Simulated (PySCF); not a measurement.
TDDFT excited states: C7H8FN

Species: C₇H₈FN.
Geometry (GFN2-xTB, Å), atoms numbered from 1 in this order:
```xyz
17
C7H8FN angstrom
N      2.3709    2.0322    0.6124
C      1.9013    0.9904    0.5608
C      1.3020   -0.3085    0.4558
C      0.8965   -0.7411   -0.9767
C     -0.5573   -0.9238   -0.5154
C     -1.4516    0.3103   -0.7080
C     -1.0154    0.8385    0.6675
F     -2.0557    0.9549    1.5554
C     -0.1744   -0.4281    0.8945
H      1.9470   -1.0339    0.9569
H      1.0365    0.0287   -1.7339
H      1.3836   -1.6560   -1.3059
H     -1.0079   -1.8948   -0.6986
H     -2.5131    0.0745   -0.7240
H     -1.2087    0.9483   -1.5545
H     -0.4782    1.7907    0.6916
H     -0.3825   -0.9703    1.8121
```

Level of theory: TDDFT PBE0/def2-SVPD, vertical, gas phase, core orbitals frozen in the response in PySCF 2.14.0, density-fitted response routines.

**Question.** What does the calculation give for the low-lying excited states?

**Answer.** 

```
state  E (eV)  λ (nm)  ν̃ (cm⁻¹)       f   main configurations (H = HOMO, L = LUMO)
   S1    7.42   167.1      59850  0.0008        H→L+1 (32%), H-1→L (17%), H→L (13%)
   S2    7.57   163.7      61080  0.0046                     H→L (73%), H-1→L (12%)
   S3    7.64   162.4      61590  0.0005                   H-1→L (50%), H→L+1 (31%)
   S4    7.84   158.1      63230  0.0032                 H-1→L+1 (56%), H-2→L (15%)
   S5    7.93   156.3      63980  0.0005  H→L+1 (25%), H-2→L+1 (14%), H-1→L+1 (12%)
   S6    8.07   153.7      65060  0.0078    H-2→L+1 (18%), H-2→L (13%), H→L+2 (10%)
   S7    8.26   150.2      66600   0.012                   H→L+2 (50%), H-3→L (13%)
   S8    8.29   149.6      66860  0.0058  H→L+2 (21%), H-3→L+1 (16%), H-1→L+2 (14%)
```

Triplets, Tamm–Dancoff:

```tsv
state	E (eV)	λ (nm)	main configurations (H = HOMO, L = LUMO)
T1	6.31	196.6	H-2→L+1 (16%), H-4→L+1 (11%), H-1→L+1 (10%)
T2	6.82	181.8	H→L+1 (14%), H-1→L+1 (12%), H-2→L (11%)
T3	6.84	181.3	H-2→L+1 (18%), H-1→L (12%)
```

The lowest singlet comes at 167 nm (716 kJ/mol) in the vacuum ultraviolet; it is very weak; its leading configuration is HOMO→LUMO+1 (32%). The most intense listed level is S7 at 8.26 eV (150 nm, f = 0.012), 0.84 eV above S1. Löwdin shares by element: HOMO carbon 57% or more (atoms not listed hold the other 43%); LUMO hydrogen 24% or more, carbon 21% or more (atoms not listed hold the other 55%). The listed states span 0.87 eV. Weighted by f, the mean energy of these states is 8.06 eV. Of the 8 states listed, 1 reaches f = 0.01 and 1 stays under 0.0005. Singlets were solved by full linear response, triplets in the Tamm–Dancoff approximation.

On Arm Neoverse V1, one thread, no GPU (shared host), this took 86 s of wall time.
